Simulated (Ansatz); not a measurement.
System: C₂H₃F₃O₂Si (charge 0, singlet). 
Geometry from a B3LYP-D3(BJ)/def2-TZVP (Ansatz, a program for electronic structure) optimisation:
```xyz
11

C     -2.9950    -0.0406    -0.1543
C     -1.6103     0.3006     0.2956
O     -1.3036     1.0454     1.1808
O     -0.6588    -0.3600    -0.4461
Si     0.9473    -0.1794    -0.1769
F      1.4249     1.2981    -0.4065
F      1.6598    -1.1003    -1.2326
F      1.3656    -0.6567     1.2587
H     -3.7204     0.4959     0.4497
H     -3.1115     0.2203    -1.2071
H     -3.1520    -1.1168    -0.0682
```

Property: atomisation energy (electronic, to ground-state atoms), in kcal/mol. Cores are frozen in the correlated levels unless marked. Open shells are spin-unrestricted. No spin-orbit coupling. Non-relativistic. The coupled-cluster limit lacks core correlation, which all-electron functionals hold. CBS(X,Y): correlation extrapolated as X^-3; Hartree-Fock from the larger set.

```csv
level,program,atomisation energy (kcal/mol)
HF/aug-cc-pV(Q+d)Z,Ansatz,883.6
```

Q: Estimate the value at CCSD(T)/CBS(cc-pV(T+d)Z,cc-pV(Q+d)Z) as computed with Ansatz.

A: 1223.3 kcal/mol
